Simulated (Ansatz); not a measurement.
Ansatz (a program for electronic structure) job for In(F)(Cl)(OMe) (CH₃ClFInO), SMILES [F][In]([O]C)[Cl], CAM-B3LYP/def2-SVPD. The structure is a stationary point at PBE0-D3(BJ)/def2-SVP. The structure was generated by enumeration; whether it is a known compound was not checked. The def2 effective core potentials stand for the cores of In; spin–orbit coupling is left out. Other conformers were not sampled.

Ansatz 0.2 input:
```yaml
crystal:
  periodic: [false, false, false]
  atoms:
    - {symbol: In, position_ang: [-0.03213053, -0.21260047, 0.27922399]}
    - {symbol: F, position_ang: [-0.13819812, -1.14573676, 1.97792046]}
    - {symbol: Cl, position_ang: [0.44169952, 2.06644240, 0.28223647]}
    - {symbol: O, position_ang: [-0.37757370, -1.18878565, -1.40201372]}
    - {symbol: C, position_ang: [-0.19978257, -0.59455531, -2.66163364]}
    - {symbol: H, position_ang: [0.78236437, -0.85824231, -3.09542535]}
    - {symbol: H, position_ang: [-0.97927030, -0.97353572, -3.34504310]}
    - {symbol: H, position_ang: [-0.27452162, 0.50892825, -2.65489930]}
basis:
  gaussian:
    orbitals: def2-SVPD
hamiltonian:
  xc: {name: CAM-B3LYP}
```

Program output:

```
WARN ansatz: RAYON_NUM_THREADS=1 ignored (pool sized by the plan → 1); use --threads N
Functional definition: CAM-B3LYP
integrals: 0.11 GiB planned
1391 factors; their error is unknown
integrals: 0.14 GiB planned
530 factors; integrals over basis functions are off by at most 3.6e-5 eV
mean field: 0.99 GiB planned
mean field evaluation 1: about -23530.5136 eV, gradient 6.3e1 eV
mean field evaluation 2: about -23514.5881 eV, gradient 1.1e2 eV
mean field evaluation 4: about -23538.0788 eV, gradient 6.3e0 eV
mean field evaluation 8: about -23538.1474 eV, gradient 3.3e-1 eV
mean field evaluation 16: about -23538.2581 eV, gradient 2.8e-4 eV
mean field -23538.25810201 eV, -865.0150304446 hartree, gradient 3.0e-5 eV, S^2 0.000000; 0 other end points of the search recorded, 0 dependent functions left out
reference -23538.25824176 eV, -865.0150355801 hartree; 32, 32 occupied and 117, 117 virtual orbitals, 1391 factors
Total energy: -23538.25824176 eV, -865.0150355801 hartree
```

The calculation finished and met its thresholds.
